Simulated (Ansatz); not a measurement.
`O=[CH][SnH3]` + `CC1=NC1` → `CC1=N[CH]1[SnH3]` + `C=O` at 298.15 K and 1 bar (formal exchange of groups at the Sn–C bond).

Computed with Ansatz on PBE0-D4/def2-TZVP structures; ΔE is electronic, products minus reactants. CCSD(T)/CBS is the MP2 limit (def2-TZVPP, def2-QZVPP) plus CCSD(T) − MP2 in def2-TZVPP, frozen cores. This one scheme is used for every species. def2 core potentials past Kr. For Sn outer-core shells are correlated without core-valence functions, which leaves a few kJ/mol of doubt a bond.

| species | CCSD(T)/CBS energy (Eh) | H − E (kJ/mol) | S (J/(mol·K)) |
| --- | --- | --- | --- |
| `O=[CH][SnH3]` | -329.59298 | 114.6 | 318.7 |
| `CC1=NC1` | -171.79280 | 207.9 | 281.4 |
| `CC1=N[CH]1[SnH3]` | -386.99390 | 241.0 | 369.4 |
| `C=O` | -114.39408 | 80.1 | 218.6 |

H − E and S are ideal-gas, rigid-rotor, harmonic terms from PBE0-D4/def2-TZVP, for one conformer and one mirror image of each species. 1 Eh = 2625.50 kJ/mol, R = 8.31446 J/(mol·K).

**Question.** By hand: ΔE, ΔH, ΔS and ΔG.

**Answer.** ΔE = (-386.99390) + (-114.39408) − (-329.59298) − (-171.79280) = -0.00220 Eh = -5.8 kJ/mol. Δ(H − E) = 241.0 + 80.1 − 114.6 − 207.9 = -1.4, so ΔH = -7.2 kJ/mol. ΔS = 369.4 + 218.6 − 318.7 − 281.4 = -12.1 J/(mol·K). ΔG = -7.2 − 298.15 × (-12.1)/1000 = -3.6 kJ/mol.

**Question.** By hand: the equilibrium constant, and the temperature at which ΔG would vanish if ΔH and ΔS stayed fixed.

**Answer.** log₁₀ K = −ΔG/(RT ln 10) = 0.6. ΔG = 0 at ΔH/ΔS = 595 K, though so small a ΔH makes that figure unsure.

TΔS isn't small against ΔH here. The sign of ΔG lies within the doubt. A doubt of 5 kJ/mol in ΔE shifts log₁₀ K by 0.9 here. Other conformers and mirror images would add mixing entropy, several J/(mol·K) or more a flexible species. Modes under 60 cm⁻¹, often nearly free rotors, make the harmonic entropy too high. These are equilibria of isolated gas molecules and say nothing of rates. Largest T1 diagnostic: 0.016 (customary marks: 0.02 for closed shells, 0.045 for open ones).
